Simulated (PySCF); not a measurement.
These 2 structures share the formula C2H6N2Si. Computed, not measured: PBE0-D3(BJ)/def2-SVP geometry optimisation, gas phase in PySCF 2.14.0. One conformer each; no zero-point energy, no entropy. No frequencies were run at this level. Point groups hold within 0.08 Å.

Question: Order them by energy at this level, lowest first, and give relative energies in kcal/mol.
A. `[N:1]#[C:2][CH2:3][SiH2:4][NH2:5]` with C2–C3–Si4–N5 -52°, C3–Si4–N5–H -161° and 58°
B. `[CH:1]#[C:2][SiH:3]([NH2:4])[NH2:5]` with C2–Si3–N4–H -59° and 85°, C2–Si3–N5–H -28° and -177°

Answer: A (0.0), B (11.3).

As drawn, the lower has a C≡N group, which the higher lacks; the higher has a C≡C bond, which the lower lacks.

```tsv
SMILES	E (Eh)	E rel (kcal/mol)	dipole (D)	point group	A, B, C (MHz)
N#CC[SiH2]N	-478.26013	0.0	3.45	C1	7185, 2575, 2074
C#C[SiH](N)N	-478.24218	11.3	0.68	C1	6218, 2783, 2127
```

How do the relative energies change in single points at PBE0/pcSseg-1 (no added dispersion term) on the same geometries?

| SMILES | PBE0-D3(BJ)/def2-SVP (kcal/mol) | PBE0/pcSseg-1 (kcal/mol) | shift |
| --- | --- | --- | --- |
| N#CC[SiH2]N | 0.0 | 0.0 | 0.0 |
| C#C[SiH](N)N | 11.3 | 9.3 | -2.0 |

Each column counts from its own lowest isomer. The order is unchanged; the largest shift is 2.0 kcal/mol.
